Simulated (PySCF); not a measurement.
**Radial density of Li⁺ (lithium, charge +1)**

UHF, 1s2, closed-shell 1S. Calculation: PySCF 2.14, in Sapporo-DZP-2012 (5s2p, 11 functions); the spin-free X2C one-electron Hamiltonian (Gaussian nucleus).

```
r (bohr)  4πr²ρ (e/bohr)
  0.0108         0.01831
  0.0181         0.05042
  0.0305          0.1336
  0.0513          0.3319
  0.0862          0.7665
   0.145           1.536
   0.244           2.474
   0.410           2.774
   0.690           1.762
    1.16          0.4503
    1.95         0.02666
    3.28       7.728e-05
```

Densities and radii are taken from the X2C orbitals without a picture-change correction, which distorts them close to the nucleus.
